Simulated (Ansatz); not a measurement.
Gas-phase electronic energies from Ansatz, PBE0-D4/def2-TZVP geometries. CCSD(T)/CBS is the MP2 limit (def2-TZVPP, def2-QZVPP) plus CCSD(T) − MP2 in def2-TZVPP, frozen cores. This one scheme is used for every species. Functionals use def2-TZVPP. B3LYP here is the variant with VWN-RPA as its local correlation; programs differ in this. HSE06 is defined as in plane-wave codes.

Consider the silylene loss: `[SiH3][SiH]([SiH3])[SiH3]` → trisilane + `[SiH2]`.

```
        level  ΔE (kcal/mol)  difference from CCSD(T)/CBS
      BLYP-D4           56.9                         -2.9
    r2SCAN-D4           65.6                          5.8
      PBE0-D4           64.7                          4.9
     B3LYP-D4           58.9                         -0.9
     HSE06-D4           64.7                          4.9
     BHLYP-D4           60.6                          0.8
 CAM-B3LYP-D4           59.5                         -0.3
      ωB97M-V           57.8                         -2.0
       B2PLYP           57.7                         -2.1
         BLYP           52.0                         -7.8
      r2SCANh           64.8                          5.0
        BHLYP           56.7                         -3.1
    CAM-B3LYP           57.1                         -2.7
      LC-ωPBE           64.0                          4.2
  HF/def2-SVP           52.2                         -7.6
HF/def2-TZVPP           52.1                         -7.7
  CCSD(T)/CBS           59.8                            0
```

Largest T1 diagnostic among the species: 0.014.

From BLYP to BHLYP (50 % exact exchange), in def2-TZVPP and without D4, ΔE moves by +4.7 kcal/mol. At CCSD(T), def2-SVP lies −3.5 kcal/mol from the extrapolated value and def2-TZVPP −1.7 kcal/mol.

CCSD(T)/CBS has its own doubt, a few kJ/mol and more with outer-core shells, so smaller differences from it don't rank the levels.
